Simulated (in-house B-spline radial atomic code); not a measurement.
A fraction x of an electron is moved 4p → 4f in the tin ion Sn⁴⁺, starting from [Kr] 4d10 and keeping the highest spin. Method: non-relativistic BLYP, spin-polarised, spherical fractional occupations, point nucleus. Calculated with an all-electron radial atomic-structure program (B-spline basis).

```json
{"x": "0", "E(x) - E(0) (eV)": "0.0000", "4p down level (eV)": "-128.919", "4f up level (eV)": "-"}
{"x": "0.125", "E(x) - E(0) (eV)": "13.8858", "4p down level (eV)": "-130.091", "4f up level (eV)": "-18.644"}
{"x": "0.25", "E(x) - E(0) (eV)": "27.8617", "4p down level (eV)": "-131.219", "4f up level (eV)": "-19.058"}
{"x": "0.375", "E(x) - E(0) (eV)": "41.9247", "4p down level (eV)": "-132.295", "4f up level (eV)": "-19.455"}
{"x": "0.5", "E(x) - E(0) (eV)": "?", "4p down level (eV)": "?", "4f up level (eV)": "?"}
{"x": "0.625", "E(x) - E(0) (eV)": "70.2940", "4p down level (eV)": "-134.291", "4f up level (eV)": "-20.203"}
{"x": "0.75", "E(x) - E(0) (eV)": "?", "4p down level (eV)": "?", "4f up level (eV)": "?"}
{"x": "0.875", "E(x) - E(0) (eV)": "98.9565", "4p down level (eV)": "-136.085", "4f up level (eV)": "-20.898"}
{"x": "1", "E(x) - E(0) (eV)": "113.3863", "4p down level (eV)": "-136.910", "4f up level (eV)": "-21.228"}
```

What belongs in the row x = 0.5?

An energy change of 56.0703 eV; 4p down at -133.319 eV, 4f up at -19.836 eV.

What belongs in the row x = 0.75?

An energy change of 84.5909 eV; 4p down at -135.213 eV, 4f up at -20.556 eV.

Check Janak's theorem between x = 0.125 and 0.25.

The slope of the energy is 111.81 eV; the orbital levels give 111.80 eV (ε of the receiving orbital less ε of the emptying one, averaged over the two points).
